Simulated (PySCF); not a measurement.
SMILES CCO[Si](N)(O)O (GFN2-xTB optimised geometry):

```
16

C      1.836    -0.795     0.229
C      0.405    -1.274     0.035
O     -0.457    -0.168     0.000
Si    -2.083    -0.168     0.000
N     -2.668    -1.030     1.379
O     -2.513     1.393     0.000
O     -2.728    -0.844    -1.341
H      2.513    -1.645     0.255
H      2.120    -0.136    -0.587
H      1.918    -0.244     1.162
H      0.318    -1.832    -0.907
H      0.113    -1.943     0.853
H     -3.669    -1.090     1.480
H     -2.271    -0.769     2.267
H     -2.230     1.943    -0.726
H     -2.733    -1.791    -1.433
```

Calculation: PBE0/def2-TZVP (PySCF 2.14.0).

### Question
What are the frontier orbital energies and the dipole moment?

### Answer
HOMO-2 -8.62 eV, HOMO-1 -8.13 eV, HOMO -7.80 eV, LUMO 0.65 eV, LUMO+1 1.62 eV; dipole moment 1.58 D.

On the same geometry PBE/def2-TZVP run with PySCF 2.14.0 gives HOMO-2 -7.01 eV, HOMO-1 -6.53 eV, HOMO -6.28 eV, LUMO -0.21 eV, LUMO+1 0.77 eV; dipole moment 1.48 D.

Meta-Löwdin charges at PBE0/def2-TZVP: C1 -0.35, C2 0.02, O3 -0.64, Si4 1.53, N5 -0.77, O6 -0.77, O7 -0.77, H8 0.12, H9 0.12, H10 0.12, H11 0.09, H12 0.10, H13 0.24, H14 0.24, H15 0.36, H16 0.36.
